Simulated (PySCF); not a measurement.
Ge(H)3(OAc) (C₂H₆GeO₂), SMILES O=C(C)[O][GeH3]. Heavy atoms are numbered as in [GeH3:1][O:2][C:3]([CH3:4])=[O:5]. Hydrogens are named by the atom that carries them.

Geometry optimised at B3LYP-D3(BJ)/def2-SVP.

The numbers are results of KT2/pcSseg-1 run with PySCF, not measurements.

GIAO shieldings, no solvent; atoms alike by connectivity are averaged. δ = σ(ref) − σ: ⁷³Ge against GeH4 (σ = 1669.3 ppm); ¹⁷O against H2O (σ = 330.4 ppm); ¹³C against TMS (σ = 185.1 ppm); ¹H against TMS (σ = 31.47 ppm), references at their B3LYP-D3(BJ)/def2-TZVP geometries, non-relativistic.

Computed chemical shifts:
```csv
nucleus,atoms,count,δ (ppm)
⁷³Ge,Ge1 (GeH3),1,231.6
¹⁷O,O5,1,438.3
¹⁷O,O2,1,215.4
¹³C,C3,1,169.8
¹³C,C4 (CH3),1,22.7
¹H,H on Ge1,3,5.39
¹H,H on C4,3,2.35
```
